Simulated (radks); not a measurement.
Task: These are the eigenvalues of the occupied orbitals of an atom or ion with whole-number occupations (hartree). Method: non-relativistic Kohn-Sham, PBE, spin-polarised, spherical densities, point nucleus; computed with a radial shooting solver on a logarithmic mesh with Libxc functionals.

1s up: -55.66554
1s down: -55.66548
2s up: -4.21243
2s down: -4.21233
2p up: -2.81515
2p down: -2.81505
3s up: -0.49244
3s down: -0.49169
6s up: -0.02287

Which element is it, and in what charge state? The configuration may be excited. Open shells, if any, are filled with parallel spins first.

Result: Z = 13, aluminium, charge 0: Al in [Ne] 3s2 6s1. The list shows which subshells hold electrons but not how many an open one holds; the 1s level, -55.666 hartree, gives Z - s = 10.6 by -(Z - s)^2/2, which with screening narrows Z to a few neighbours, and the depths of the outer levels then fix element, charge and occupations together.
